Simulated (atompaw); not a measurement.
## Cl (Z = 17): PAW (atompaw) pseudisation with PBE, scalar-relativistic reference atom.

* Element: chlorine
* Generator: atompaw 4.2.0.5
* Type: PAW
* Functional: PBE
* Relativity: scalar-relativistic
* Frozen core: [Ne]
* Valence charge: 7
* Reference configuration: 3s2 3p5
* Partial waves: 3s (bound): rc 1.65 bohr; 3s channel at -0.2 Ry: rc 1.65 bohr; 3p (bound): rc 1.65 bohr; 3p channel at 0.25 Ry: rc 1.65 bohr; 3d channel at 0.05 Ry: rc 1.45 bohr; 3d channel at 1.3 Ry: rc 1.65 bohr
* Local potential: troulliermartins scheme with l = 3 at 0 Ry, radius 1.40 bohr
* Core correction: smooth core density matched at 1.05 bohr
* Augmentation charge: sinc compensation charge, radius 1.25 bohr; PAW radius 1.65 bohr; waves and projectors: custom polynom vanderbiltortho

All-electron outer shells of the reference configuration (PBE, scalar-relativistic, ld1.x):

```csv
shell,level (eV),outermost node (bohr),outermost maximum (bohr)
2s,-252.70,0.12,0.36
2p,-191.63,–,0.30
3s,-20.69,0.55,1.29
3p,-8.59,0.53,1.43
```

Problem. Does this generation succeed?

Solution. No. atompaw 4.2.0.5 stopped with "atompaw: The overlap operator has at least one negative eigenvalue!": the overlap operator built from these waves and projectors is not positive definite.
